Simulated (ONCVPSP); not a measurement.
Cs: one change to an ONCV potential, before and after

```
Element                 : Cs (Z = 55)
Generator               : ONCVPSP 4.0.1
Type                    : optimised norm-conserving Vanderbilt (ONCV)
Functional              : LDA (Perdew-Wang 92)
Relativity              : fully relativistic
Frozen core             : [Kr] 4d10
Valence charge          : 9
Reference configuration : 5s2 5p6 6s0.75 6p0.25
Partial waves           : 5s+6s: rc 3.00 bohr, ncon 5, nbas 9, qcut 3.3 1/bohr, 2 projectors; 5p+6p: rc 3.70 bohr, ncon 5, nbas 9, qcut 4 1/bohr, 2 projectors; d scattering state at 0.45 Ha: rc 3.90 bohr, ncon 4, nbas 8, qcut 2.4 1/bohr, 1 projector
Local potential         : polynomial inside 2.60 bohr (lpopt 1, dvloc0 1 Ha)
Core correction         : polynomial model core, fcfact 0.25
```

Open shells are filled in proportion to 2j + 1.

In the d channel the program set the typed energies aside and used 0.050 Ha (j = l + 1/2; the other j can differ).

Change: all radii but the core radius scaled by about 1.07 (s 3.22, p 3.96, d 4.18 bohr); local potential polynomial inside 2.78 bohr (lpopt 1, dvloc0 1 Ha).

Cutoffs: the cutoffs (Ha) at which the residual kinetic energy of the hardest occupied pseudo-wave falls to 1 and 0.1 mHa per electron; they do not see the model core or the augmentation charge, which bear on the density cutoff. Errors are all-electron minus pseudo energies relative to the spin-unpolarised reference configuration.

Problem. Predict the effect on cutoff, ghosts and configuration errors.

Solution. The potential gets softer (4.4 Ha and 9.9 Ha → 4.4 Ha and 5.3 Ha); the errors of the 4 common tests hardly move; neither file shows a bound ghost. A larger radius leaves more room for a smooth pseudo-wave, so fewer plane waves are needed.

```tsv
quantity	base	changed
cutoff, loose	4.4 Ha	4.4 Ha
cutoff, tight	9.9 Ha	5.3 Ha
loose cutoff by channel	s 4.2 Ha, p 4.4 Ha	s 3.2 Ha, p 4.4 Ha
bound ghosts	none	none
GHOST(+) flags under 300 eV	none	none
error for 5s2 5p6 6s1 6p0, meV [ΔE -0.36 eV]	0.0	0.0
error for 5s2 5p6 6s0 6p0, meV [ΔE 3.64 eV]	-0.2	-0.3
error for 5s2 5p6 6s0.5 6p0, meV [ΔE 1.19 eV]	0.0	0.0
error for 5s2 5p5 6s1 6p0, meV [ΔE 17.68 eV]	-19	-17
rms error of d²Exc/dni dnj with the model core, mHa	1.50	1.47
```
